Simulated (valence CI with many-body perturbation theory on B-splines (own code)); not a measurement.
Results of a calculation; reference values are marked as such.
**Re XLIV in three bases**

Method: valence CI with perturbative core correlation (CI+MBPT): four valence electrons over a frozen Dirac-Fock core [Ar] 3d10, a basis of 9 s, 9 p, 8 d, 6 f, 3 g, 1 h functions for each j, with the one-electron correlation potential Σ1 (screened to all orders), the two-electron term Σ2, the three-electron term Σ3, Breit, model QED; selected single and double excitations, second order for the rest, scaled by the run's own slope (own B-spline code, finite nucleus).

The last digits are not significant, and no measured levels were compared; by estimate large intervals hold to a few tenths of a per cent, small ones and those within an open d or f shell to about a per cent.

The reference run has the lowest level (4s^2 4p1/2^2) J=0 and an ionisation energy of 2241.43 eV. Its largest variational space holds 19998 state functions.

Levels are named by their leading jj configuration (3d3/2^4 stands for four electrons in 3d with j = 3/2), which in mixed levels can hold well under half, so a name can repeat and another be missing. Letters in brackets count levels of one name in rising energy.

Changed runs:
A. basis 6 s, 6 p, 5 d, 3 f, 1 g
B. basis 5 s, 5 p, 4 d, 2 f

Excitation energies of the reference run in cm⁻¹, and shifts in cm⁻¹:

```csv
Level,Reference,A,B
(4s^2 4p1/2 4p3/2) J=1,795861,-125,-463
(4s^2 4p1/2 4p3/2) J=2,831159,-10,+20
(4s 4p1/2^2 4p3/2) J=2,1591710,-136,-456
(4s^2 4p3/2^2) J=2,1653750,-103,-299
(4s 4p1/2^2 4p3/2) J=1,1712430,+9.3,+163
(4s^2 4p3/2^2) J=0,1730060,+23,+235
(4s^2 4p1/2 4d3/2) J=2,2059430,+20,+269
(4s^2 4p1/2 4d3/2) J=1,2209640,+294,+1490
(4s^2 4p1/2 4d5/2) J=2,2271270,-170,-526
(4s^2 4p1/2 4d5/2) J=3,2298740,+65,+487
(4s 4p1/2 4p3/2^2) J=2 [a],2406810,+2.2,+218
(4s 4p1/2 4p3/2^2) J=3,2452850,+3.7,+208
Ionisation energy (eV),2241.43,-0.041,-0.15
```
